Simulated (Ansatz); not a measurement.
Abridged output of a molecular run in Ansatz:

```
Functional definition: HF
1226 factors; integrals over basis functions are off by at most 1.2e-3 eV
mean field evaluation 1: about -74074.2353 eV, gradient 3.4e1 eV
mean field evaluation 2: about -74074.2778 eV, gradient 3.4e1 eV
mean field evaluation 4: about -74077.7371 eV, gradient 2.8e0 eV
mean field evaluation 8: about -74077.7761 eV, gradient 1.4e-1 eV
mean field evaluation 16: about -74077.7312 eV, gradient 4.3e-1 eV
mean field -74077.77619353 eV, -2722.3080633922 hartree, gradient 4.3e-6 eV, S^2 0.000000; 0 other end points of the search recorded, 0 dependent functions left out
16 core orbitals not correlated: weight in the atoms' cores, before any rotation towards them, 1.000 or more for the frozen orbitals, at most 0.000 for the correlated occupied ones
reference -74077.77619353 eV, -2722.3080633922 hartree; 18, 18 occupied and 89, 89 virtual orbitals, 1226 factors
second order -16.85529478 eV of doubles, -0.00000000 eV of singles
cycle   1  -17.85131841 eV  change    -1.0e0 eV  update   8.5e-2
cycle   2  -18.37410261 eV  change   -5.2e-1 eV  update   2.6e-2
cycle   3  -18.40996312 eV  change   -3.6e-2 eV  update   8.1e-3
cycle   4  -18.41181228 eV  change   -1.8e-3 eV  update   2.3e-3
cycle   5  -18.41146051 eV  change    3.5e-4 eV  update   6.4e-4
cycle   6  -18.41113920 eV  change    3.2e-4 eV  update   2.2e-4
cycle   7  -18.41115718 eV  change   -1.8e-5 eV  update   7.7e-5
cycle   8  -18.41117512 eV  change   -1.8e-5 eV  update   2.5e-5
perturbative correction -0.46925257 eV, -0.0172447139 hartree
Total energy: -74096.65662123 eV, -2723.0019063123 hartree
```

Its atoms:

Z-matrix (Å, degrees):
```
C
Al 1 1.970
H 1 1.096 2 110.0
H 1 1.095 2 112.7 3 -118.7
H 1 1.094 2 112.8 3 118.9
C 2 1.970 1 119.4 3 76.3
Se 2 2.710 1 97.7 3 -176.9
H 2 1.605 1 118.4 3 -80.4
H 6 1.095 2 112.5 1 42.6
H 6 1.096 2 110.2 1 -76.1
H 6 1.094 2 112.8 1 164.9
H 7 1.468 2 95.5 1 -170.7
H 7 1.470 2 98.5 1 -78.3
```

Task: Which basis set was used?
A. def2-SVPD
B. cc-pV(Q+d)Z
C. def2-SVP
D. def2-QZVPP

Result: C. It gives 123 functions.

Task: Write the keys of the input that set method, charge and spin (a neutral closed shell needs none for the last two).

Result: 
```yaml
correlation: {method: ccsd_t}
```
